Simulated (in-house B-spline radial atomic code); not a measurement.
Configurations of Se IV (Se3+), with energies counted from [Ar] 3d10 4s2 4p1. Computed with a radial B-spline atomic code at the basis-set limit: Dirac-Hartree-Fock, average of configuration, Fermi nucleus of rms radius 4.14 fm. Energies include first-order Breit, QED and recoil terms.

Occupations are held fixed; configurations that lie above the ionisation limit could autoionise.

```tsv
configuration	E - E(ref) (eV)	highest orbital	its <r> (bohr)
[Ar] 3d10 4s2 4d1	17.908	4d5/2	2.727
[Ar] 3d10 4s2 5p1	22.951	5p3/2	4.205
[Ar] 3d10 4s2 4f1	27.939	4f5/2	4.321
[Ar] 3d10 4s2 7f1	37.282	7f5/2	16.5
[Ar] 3d10 4s1 4p1 7g1	49.103	7g7/2	15.83
[Ar] 3d10 4s1 4p1 8d1	49.19	8d5/2	18.02
[Ar] 3d10 4s1 4p1 8f1	50.084	8f5/2	21.99
[Ar] 3d9 4s2 4p1 4f1	87.403	4f5/2	4.227
[Ar] 3d9 4s2 4p1 6f1	95.187	6f5/2	11.53
```

(1) Order these further configurations by energy, lowest first.
A. [Ar] 3d10 4s2 5f1
B. [Ar] 3d10 4s1 4p1 6f1
C. [Ar] 3d10 4s2 8d1
D. [Ar] 3d10 4s2 8s1
E. [Ar] 3d10 4s2 6d1

(2) How far above the reference does [Ar] 3d9 4s2 4p1 5s1 lie?

(3) How far above the reference does [Ar] 3d10 4s2 8g1 lie?

(4) How far above the reference does [Ar] 3d10 4s2 7s1 lie?

Results:

(1) A (32.914 eV), E (33.327 eV), D (35.991 eV), C (37.458 eV), B (47.36 eV).

(2) 77.805 eV; its least bound orbital is 5s1/2 with <r> = 3.556 bohr.

(3) 38.4 eV; its least bound orbital is 8g9/2 with <r> = 21.47 bohr.

(4) 33.482 eV; its least bound orbital is 7s1/2 with <r> = 9.861 bohr.
